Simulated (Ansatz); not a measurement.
`[CH3][Al]([Cl])[Br]` and `[CH3][Al]([Br])[Br]` differ in one atom or group.

Ansatz, PBE0-D4/def2-TZVP geometries, multiplicity 1. 

Scalar relativity is left out up to krypton.

```csv
property,`[CH3][Al]([Cl])[Br]`
size of the dipole moment (B3LYP/def2-TZVPP) / D,1.96
LUMO energy (ωB97M-V/def2-TZVPP) / eV,0.66
HOMO energy (B3LYP/def2-TZVPP) / eV,-8.26
HOMO energy (PBE/def2-TZVPP) / eV,-7.24
LUMO energy (PBE0/def2-TZVPP) / eV,-1.01
HOMO energy (ωB97M-V/def2-TZVPP) / eV,-10.73
```

Task: Give the same properties after the change, and the shifts. (Estimate.)

Result: The calculation gave: 
```
                                        property  `[CH3][Al]([Br])[Br]`  shift
size of the dipole moment (B3LYP/def2-TZVPP) / D                   1.93  -0.03
           LUMO energy (ωB97M-V/def2-TZVPP) / eV                   0.53  -0.13
             HOMO energy (B3LYP/def2-TZVPP) / eV                  -8.15   0.11
               HOMO energy (PBE/def2-TZVPP) / eV                  -7.15   0.09
              LUMO energy (PBE0/def2-TZVPP) / eV                  -1.14  -0.13
           HOMO energy (ωB97M-V/def2-TZVPP) / eV                 -10.62   0.11
```

With PBE0 the HOMO rises by 0.10 eV and the LUMO falls by 0.13 eV, so the gap narrows by about 0.23 eV. PBE moves the HOMO by 0.09 eV and ωB97M-V by 0.11 eV. Dipoles are sizes alone; their direction can turn.

B3LYP here is the variant with VWN-RPA as its local correlation; programs differ in this.

Spin–orbit coupling is left out; it splits and shifts lone-pair levels of the heavy atoms by tenths of an eV.
